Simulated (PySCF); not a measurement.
Species: C7H8N (doublet state).
Geometry (GFN2-xTB, Å), atoms numbered from 1 in this order:
```
atom  x, y, z in Å
C1     2.0144    0.1292   -1.8726
C2     1.5261    0.0762   -0.7812
C3     0.8899    0.0439    0.5303
C4     0.1292    1.3190    0.7054
C5    -1.2227    1.3601    0.4139
N6    -1.9258    0.3776   -0.0797
C7    -1.2996   -0.8916   -0.2460
C8    -0.0846   -1.1358    0.6531
H9     2.4629    0.1595   -2.8204
H10    1.6819   -0.0371    1.2864
H11    0.6701    2.2152    0.9639
H12   -1.7640    2.2911    0.5414
H13   -1.0037   -0.9697   -1.3030
H14   -2.0677   -1.6548   -0.0772
H15   -0.4196   -1.2018    1.6915
H16    0.4055   -2.0720    0.3828
```

The hyperfine couplings belong to this conformer and change with its torsions.

Identity: `C#C[C@H]1[CH]C=NCC1` [radical].

Method: UKS B3LYP, pcH-1 on C H N, non-relativistic, mean-field spin-orbit, GIAO (PySCF 2.14.0). Isolated species at its GFN2-xTB geometry (one conformer only). Couplings are sensitive to structure, and on GFN2-xTB geometries they can be far from those on DFT ones. No stability test was run, so a lower SCF solution isn't excluded. ⟨S²⟩ is 0.775 where a pure state has 0.75.

Largest spin populations (Mulliken): C4 (+0.71), N6 (+0.52) and C5 (-0.23). The positive populations add up to 1.35 and the negative ones to -0.35, together 2S = 1. The angles at C4 add up to 359.7°, so it is planar; its axial dipolar tensor and the negative coupling of its proton fit spin in a p orbital normal to that plane.

(1) McConnell's relation a(H) = Q·ρ ties the coupling of a proton on a planar π carbon to the spin population of that carbon. What Q do the computed values give?

Answers

(1) 
```csv
H,C,ρ(C),a(H) (G),a/ρ (G)
H11,C4,+0.715,-16.00,-22.4
H12,C5,-0.230,+3.04,-13.2
```

A least-squares line through the origin gives Q = -21.5 G with Mulliken populations. Where ρ is negative the coupling is positive.

Couplings in gauss use g_iso = 2.0034.

On an Arm Neoverse V1 with one thread (shared host), this took 74 s (grids of density and orbitals included) and 0.98 GiB of memory at its peak.
